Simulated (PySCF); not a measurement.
## SnCl₃⁻, singlet: structure and spectrum

All numbers come from PBE0 in PySCF with Sn def2-TZVPD with ECP28, Cl def2-TZVPD; scalar-relativistic core potentials, no spin–orbit coupling; density-fitted integrals.

The structure is a minimum.

| Quantity | Value |
| --- | --- |
| Point group | C3v |
| Bond lengths | Sn–Cl 2.474 Å (×3) |
| Bond angles | Cl–Sn–Cl 97.3° (×3) |
| Principal quadrupole moments (Buckingham, traceless) about the centre of mass | -5.57, -5.57, 11.14 D Å |
| Lowest empty level | 3.18 eV |
| Highest occupied level | -2.75 eV |
| Rotational symmetry number | 3 |
| Rotational constants | 0.05165, 0.05165, 0.03494 cm⁻¹ |
| Dipole moment about the centre of mass | 3.70 D |
| Zero-point energy | 6.8 kJ/mol |
| Principal polarisabilities | 96.3, 109.8, 109.8 bohr³ |
| Entropy at 298.15 K and 1 bar | 352.2 J/(mol K) |
| Enthalpy at 298.15 K above 0 K | 19.22 kJ/mol |
| Heat capacity Cp at 298.15 K | 79.2 J/(mol K) |

Harmonic modes (masses in u: Sn 119.902, Cl 34.969):
```
symmetry  ω (cm⁻¹)  IR (km/mol, summed over degenerate members)
       e        94                                          1.3
      a1       117                                          3.3
       e       267                                          209
      a1       297                                         46.5
```

In C3v the vibrations span 2e + 2a1.

Charges (e); Mulliken and Löwdin values are unreliable with diffuse functions:
```tsv
atom	Mulliken	Löwdin	polar tensor	Mayer order to Sn1
Sn1	0.64	0.07	1.33	–
Cl2,3,4	-0.55	-0.36	-0.78	0.72
```

Mulliken populations on Sn1 (electrons outside its core potential): s 3.84, p 7.25, d 10.20, f 0.06.

Counting electrons, tin keeps 2 of its valence electrons outside its bonds, so the VSEPR class is AX3E1 and the expected shape is trigonal pyramidal (C3v), as computed.

This need not be the most stable arrangement of these atoms. The lowest empty level of this anion is unbound, so it and the gap depend on the basis.

The final relaxation and frequency run took about 8 core-minutes on a shared host.
